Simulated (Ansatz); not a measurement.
Basis sets compared for [Sm(NH3)6]3+ (SmN6H18³⁺). Charge 3, multiplicity 6. Geometry PBE-D4/def2-SVP. Ansatz on 4 threads of Intel Xeon on a shared host; times are rough, and most runs start from earlier orbitals.

Cartesian coordinates in Å:
```
Sm -0.001 0.001 0.001
N 1.498 -2.125 -0.064
H 1.790 -2.437 -1.009
H 1.048 -2.971 0.338
H 2.394 -2.064 0.454
N -1.490 2.133 0.082
H -1.820 2.412 1.025
H -2.365 2.096 -0.474
H -1.021 2.989 -0.269
N -0.797 -0.483 -2.389
H -0.197 -0.082 -3.134
H -1.744 -0.123 -2.611
H -0.851 -1.491 -2.630
N 0.788 0.499 2.390
H 0.955 1.504 2.587
H 1.679 0.041 2.657
H 0.126 0.206 3.134
N 2.148 1.134 -0.932
H 2.821 0.511 -1.415
H 2.733 1.607 -0.217
H 1.975 1.884 -1.629
N -2.147 -1.156 0.913
H -2.883 -0.529 1.285
H -1.983 -1.822 1.692
H -2.656 -1.731 0.215
```

In the def2 sets Sm takes a core potential; there is no spin–orbit coupling. With an open 4f shell the SCF may have ended on a state above the lowest. At PBE-D4/def2-SVP the charge 3 sextet is spin-contaminated (final ⟨S²⟩ up to 8.87, 8.75 for a pure state). No other spin state of charge 3 was run.

```
           level  functions  energy (Eh)  HOMO (eV)  LUMO (eV)  wall time
 PBE-D4/def2-SVP        251    -995.9055     -18.71     -18.04       45 s
PBE0-D4/def2-SVP        251    -995.8783     -21.00     -16.43    2.9 min
```

Task: Estimate the rows for PBE-D4/def2-TZVP (with forces), PBE0-D4/def2-TZVP.

Result: 
```csv
level,functions,energy (Eh),HOMO (eV),LUMO (eV),wall time
PBE-D4/def2-TZVP (with forces),386,-996.3148,-18.78,-18.10,2.4 min
PBE0-D4/def2-TZVP,386,-996.2753,-21.01,-16.34,22 min
```
